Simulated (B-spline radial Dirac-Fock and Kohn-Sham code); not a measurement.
## The Ru atom: differential elastic cross section for electrons at 1.16 keV

These are calculated numbers from a radial finite-basis atomic code; the model is relativistic (Dirac) partial waves in the static field of the Dirac-Fock atom with Furness-McCarthy exchange, without polarisation or absorption potentials.

| θ (°) | dσ/dΩ (a₀²/sr) | Sherman function |
| --- | --- | --- |
| 5 | 59.1 | 0.000 |
| 10 | 16.1 | 0.000 |
| 15 | 5.13 | 0.000 |
| 20 | 2.17 | 0.002 |
| 25 | 1.21 | 0.004 |
| 30 | 0.778 | 0.005 |
| 35 | 0.522 | 0.003 |
| 40 | 0.359 | -0.001 |
| 45 | 0.257 | -0.009 |
| 50 | 0.192 | -0.017 |
| 55 | 0.150 | -0.024 |
| 60 | 0.123 | -0.026 |
| 65 | 0.105 | -0.021 |
| 70 | 0.0930 | -0.010 |
| 75 | 0.0844 | 0.006 |
| 80 | 0.0775 | 0.023 |
| 85 | 0.0706 | 0.041 |
| 90 | 0.0629 | 0.057 |
| 95 | 0.0540 | 0.071 |
| 100 | 0.0444 | 0.081 |
| 105 | 0.0350 | 0.083 |
| 110 | 0.0274 | 0.067 |
| 115 | 0.0235 | 0.019 |
| 120 | 0.0254 | -0.043 |
| 125 | 0.0349 | -0.077 |
| 130 | 0.0534 | -0.079 |
| 135 | 0.0813 | -0.068 |
| 140 | 0.118 | -0.055 |
| 145 | 0.163 | -0.043 |
| 150 | 0.213 | -0.034 |
| 155 | 0.264 | -0.026 |
| 160 | 0.314 | -0.020 |
| 165 | 0.358 | -0.014 |
| 170 | 0.392 | -0.009 |
| 175 | 0.414 | -0.004 |

The total elastic cross section is 8.02 a₀², the first transport cross section 1.49 a₀² and the second, weighted with (3/2) sin²θ, 1.52 a₀². The mean deflection is ⟨1 − cos θ⟩ = 0.186, and 7.2 % of the collisions scatter beyond 90°.

On this grid of angles the cross section has a minimum near 115°, from interference among the few low partial waves with large phase shifts.

Phase shifts modulo π (rad) for κ = −1 to −5: 0.795, -0.944, 0.580, -0.689, -1.477.
